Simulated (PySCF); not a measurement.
# Electron correlation in Zr(2+) (zirconium, charge +2)

[Kr] 4d1 5s1, high-spin 3D determinant (an excited configuration). Calculation: PySCF 2.14, in x2c-TZVPPall with one added diffuse shell each of s, p, d, f type (9s7p7d3f1g, 95 functions); scalar relativity by spin-free X2C-1e. Frozen: [Ar] 3d10; 10 electrons correlated.

```csv
level,correlation energy (mhartree)
CCSD,-225.36
(T),-5.01
CCSD(T),-230.37
```

Diagnostics: T1 = 0.0066, D1 = 0.0258, largest double amplitude 0.027.

Cost of the coupled-cluster step: roughly 27 core-seconds, for 10 correlated electrons.

Iterations:

```
CC2 = 0
CCSD nocc = (np.int64(6), np.int64(4)), nmo = (81, 81)
frozen orbitals [[0, 1, 2, 3, 4, 5, 6, 7, 8, 9, 10, 11, 12, 13], [0, 1, 2, 3, 4, 5, 6, 7, 8, 9, 10, 11, 12, 13]]
max_cycle = 100
direct = 0
conv_tol = 1e-08
conv_tol_normt = 1e-06
diis_space = 8
diis_start_cycle = 0
Init t2, MP2 energy = -0.210967143889294
Init E_corr(UCCSD) = -0.2109671439031
cycle = 1  E_corr(UCCSD) = -0.222193289702058  dE = -0.0112261458  norm(t1,t2) = 0.0302585
cycle = 2  E_corr(UCCSD) = -0.22469127090791  dE = -0.00249798121  norm(t1,t2) = 0.00831352
cycle = 3  E_corr(UCCSD) = -0.225321640981214  dE = -0.000630370073  norm(t1,t2) = 0.00495789
cycle = 4  E_corr(UCCSD) = -0.225423224694082  dE = -0.000101583713  norm(t1,t2) = 0.00584313
cycle = 5  E_corr(UCCSD) = -0.225391670140108  dE = 3.1554554e-05  norm(t1,t2) = 0.00195153
cycle = 6  E_corr(UCCSD) = -0.225352464274451  dE = 3.92058657e-05  norm(t1,t2) = 0.000378565
cycle = 7  E_corr(UCCSD) = -0.225360159735511  dE = -7.69546106e-06  norm(t1,t2) = 0.000125544
cycle = 8  E_corr(UCCSD) = -0.225360645630569  dE = -4.85895057e-07  norm(t1,t2) = 1.63214e-05
cycle = 9  E_corr(UCCSD) = -0.225360502179293  dE = 1.43451276e-07  norm(t1,t2) = 3.23756e-06
cycle = 10  E_corr(UCCSD) = -0.225360517863878  dE = -1.56845859e-08  norm(t1,t2) = 8.3261e-07
cycle = 11  E_corr(UCCSD) = -0.225360519741318  dE = -1.87744001e-09  norm(t1,t2) = 2.61624e-07
UCCSD converged
E(UCCSD) = -3595.681859318413  E_corr = -0.2253605197413184
UCCSD(T) correction = -0.00500651620305676
```

This basis was not built for core-valence correlation, so the inner-shell part is incomplete.
